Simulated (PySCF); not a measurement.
## Pd+ (palladium, charge +1) across methods

[Kr] 4d8 5p1, one real determinant (an excited configuration). Calculation: PySCF 2.14, in def2-QZVPPD with the def2 core potential (28 electrons) (7s5p4d4f2g, 88 functions); scalar relativity through the core potential.

```
 method  E (hartree)  mean ε 4d α (eV)  mean ε 4d β (eV)  mean ε 5p α (eV)  Σ⟨r²⟩ (bohr²)   ⟨S²⟩
r2SCANh    -127.2829           -21.184           -19.695            -8.838          41.78  3.752
    UHF   -126.53580           -27.415           -25.524           -10.225          43.12  3.754
 r2SCAN    -127.2956           -20.399           -18.942            -8.629          41.74  3.752
r2SCAN0    -127.2641           -22.368           -20.830            -9.149          41.84  3.752
    M06    -127.2356           -22.148           -20.551            -8.779          42.08  3.752
   PBE0    -127.2479           -22.077           -20.601            -9.058          42.06  3.751
    LDA    -126.9788           -20.193           -18.734            -8.603          41.91  3.750
LC-wPBE    -127.2724           -24.816           -23.426           -10.912          41.94  3.751
```

Problem. Estimate the same row for PBE.

Solution. E (hartree) = -127.2568; mean ε 4d α (eV) = -20.022; mean ε 4d β (eV) = -18.662; mean ε 5p α (eV) = -8.503; Σ⟨r²⟩ (bohr²) = 42.03; ⟨S²⟩ = 3.751.

⟨L²⟩ = 14.03 against 20 for a pure G term, so this real determinant mixes terms. Energies and moments cover only the electrons outside the core potential.
